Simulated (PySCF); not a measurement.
Peak assignment

Atoms are numbered as in `[CH3:1][C:2]#[C:3][Si@:4]([NH2:5])([PH2:6])[SiH2:7][CH3:8]`. Each H is labelled by its parent atom. Ha(Si7) is pro-R; Hb(Si7) is pro-S.

Computational details: GFN2-xTB geometry, NMR shieldings at PBE0/pcSseg-1/GIAO, in PySCF 2.14 (a single conformation, no relativistic terms, averaged over atoms made equivalent by symmetry, fast rotation or ring inversion, no solvent).

Chemical shifts δ = σref − σ; TMS for $^{13}$C (σ = 186.93 ppm) and $^{1}$H (σ = 31.72 ppm), all at this level.

**Question.** Assign these signals to the numbered atoms. $^{13}$C{$^{1}$H} NMR (computed): δ 113.3 (C), 90.8 (C), 6.0 (CH3), -10.7 (CH3).

**Answer.** 
| δ (ppm) | atoms | environment | reason |
| --- | --- | --- | --- |
| 113.3 | C2 | alkyne carbon | – |
| 90.8 | C3 | alkyne carbon | sp carbons lie upfield of alkene carbons because the cylindrical π system leaves one tensor component strongly shielded |
| 6.0 | C1 | propargylic methyl carbon | a saturated carbon with 1 carbon neighbour and no heteroatom attached |
| -10.7 | C8 | methyl carbon bonded to Si | an electropositive neighbour leaves it electron-rich and shielded |

**Question.** Assign these signals to the numbered atoms. $^{1}$H NMR (400 MHz, computed): δ 3.90 (m, 1H), 3.86 (m, 1H), 2.03 (s, 3H), 1.07 (m, 2H), 0.52 (br s, 2H), 0.23 (m, 3H).

**Answer.** 
```tsv
δ (ppm)	atoms	environment	reason
3.90	Ha(Si7)	hydrogen on a silicon bonded to C, Si	–
3.86	Hb(Si7)	hydrogen on a silicon bonded to C, Si	–
2.03	H(C1)	hydrogen on a propargylic methyl carbon	–
1.07	H(P6)	hydrogen on a phosphorus bonded to Si	–
0.52	H(N5)	hydrogen on a nitrogen bonded to Si	exchangeable; this is the value without hydrogen bonding to other molecules
0.23	H(C8)	hydrogen on a methyl carbon bonded to Si	an electropositive neighbour shields it, as in TMS itself
```

Ha(Si7) and Hb(Si7) lie closer than the usual error of such a calculation, so a measured spectrum could show them in the other order.

The OH or NH signal is concentration- and solvent-dependent in practice; the value given is the gas-phase one. Splittings by $^{31}$P in the carbon and heteronuclear signals aren't shown, as no couplings were computed. Shifts are as computed. Against solution values, carbons near 30 ppm lie about +3 ppm off and those near 130 ppm about +5 ppm. Of 1211 compounds with measured shifts, 218 miss one by over three times the rms of a fit or turn the order of signals round; such compounds aren't used in these exercises. Multiplicities follow the n + 1 count of equivalent neighbours, as no J values were calculated; m marks all less simple cases, F and P coupling included.
